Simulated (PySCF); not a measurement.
Atoms are numbered as in `[O:1]=[CH:2][C:3]#[C:4][CH2:5][NH:6][SiH3:7]`. Each H is labelled by its parent atom.

[PySCF: NMR shieldings at PBE0/pcSseg-1/GIAO; coordinates at the GFN2-xTB level; one averaged value for each set of equivalent atoms; one conformer; no relativistic terms; no solvent]

Referencing at the same level of theory: 13C, 1H, 29Si vs TMS; 17O against H2O; 15N against NH3.

```tsv
atoms	nucleus	count	Hirshfeld charge	δ (ppm)
N6	15N	1	-0.24	?
H(N6)	1H	1	0.12	0.11
C2	13C	1	0.13	180.6
H(C5)	1H	2	0.06	3.95
H(Si7)	1H	3	-0.08	?
O1	17O	1	-0.22	740.6
C3	13C	1	-0.06	89.2
C4	13C	1	-0.01	106.6
Si7	29Si	1	0.35	-52.7
H(C2)	1H	1	0.05	9.57
C5	13C	1	0.00	?
```

Complete the table.

Answers


- C5: 38.0 ppm, propargylic sp3 CH2 bonded to N; pulled downfield by the heteroatom
- H(Si7): 4.65 ppm, hydrogen on a silicon bonded to N
- N6: 25.6 ppm, nitrogen bonded to C, Si, H

OH and NH positions are those of a molecule without intermolecular hydrogen bonds; in solution they move with solvent, concentration and temperature, and exchange usually removes their couplings. Shifts are as computed. Against solution values, carbons near 30 ppm lie about +3 ppm off and those near 130 ppm about +5 ppm. Of 1309 compounds with measured shifts, 239 miss one by over three times the rms of a fit or turn the order of signals round; such compounds aren't used in these exercises. Unscaled 17O shifts of doubly bonded oxygen tend to come out too high, by tens of ppm or more. Experimental scales use liquid or dissolved standards, which lie at an offset from isolated NH3 (liquid NH3: subtract about 20 ppm) and H2O (liquid H2O: subtract about 36 ppm).
